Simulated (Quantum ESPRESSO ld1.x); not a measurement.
Values are calculated unless marked as measured or tabulated.
Fe4+, configuration [Ar] 3d4. Level of theory: Dirac Kohn-Sham, BLYP, spin-unpolarised, spherical densities, point nucleus; open shells are shared between the two j in proportion to 2j + 1 (ld1.x of Quantum ESPRESSO 7.5).

Normalised radial functions P(r) = r R(r) (large component), r in bohr:

```
   r/bohr * 4p1/2 (the largest magnitude, 0.752, reaches the edge; | marks zero)
 0.005505                             *
 0.006257                             *
 0.007168                             *
 0.008147                             *
 0.009334                             *
  0.01061                             *
  0.01206                             *
  0.01381                             |*
   0.0157                             |*
  0.01784                             |*
  0.02044                             |*
  0.02323                             |*
  0.02662                             | *
  0.03025                             | *
  0.03439                             | *
   0.0394                             |  *
  0.04478                             |  *
   0.0513                             |   *
   0.0583                             |    *
  0.06626                             |    *
  0.07592                             |     *
  0.08629                             |      *
  0.09807                             |       *
   0.1124                             |       *
   0.1277                             |       *
   0.1463                             |       *
   0.1663                             |       *
    0.189                             |      *
   0.2165                             |    *
   0.2461                             |  *
   0.2797                             *
   0.3204                          *  |
   0.3642                       *     |
   0.4172                   *         |
   0.4742                 *           |
    0.539               *             |
   0.6175               *             |
   0.7018                *            |
    0.804                    *        |
   0.9138                        *    |
    1.039                             |*
     1.19                             |       *
    1.352                             |              *
    1.537                             |                   *
    1.761                             |                        *
    2.002                             |                          *
    2.293                             |                          *
    2.606                             |                       *
    2.962                             |                   *
    3.394                             |              *
    3.857                             |         *
    4.384                             |     *
    5.022                             |  *
    5.708                             |*
     6.54                             *
    7.433                             *
```

4p1/2 (empty): eigenvalue -36.230 eV, 2 radial nodes at r = 0.286, 1.01 bohr, <r> = 2.31 bohr, 90 % of the charge inside 3.34 bohr.
